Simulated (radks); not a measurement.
Task: Sr I, 38 electrons, occupied as [Kr] 5s2 (the NIST ground configuration). Method: non-relativistic Kohn-Sham, exchange-only LDA, spin-polarised, spherical densities, point nucleus; relativity is left out, which matters for an element this heavy; computed with a radial shooting solver on a logarithmic mesh with Libxc functionals. Some entries of the table are withheld. Estimate them.

orbital  occ.  eigenvalue (hartree)  r(max) (bohr)
1s          2             -572.7749        0.02659
2s          2                   (1)         0.1495
2p          6             -69.67050         0.1179
3s          2             -11.70828         0.4467
3p          6                   (2)            (3)
3d         10                   (4)         0.3754
4s          2              -1.40702          1.213
4p          6                   (5)          1.334
5s          2                   (6)          3.736

Result: 
(1) 2s eigenvalue (hartree): -76.41820
(2) 3p eigenvalue (hartree): -9.23868
(3) 3p r(max) (bohr): 0.4355
(4) 3d eigenvalue (hartree): -4.75087
(5) 4p eigenvalue (hartree): -0.79808
(6) 5s eigenvalue (hartree): -0.10274
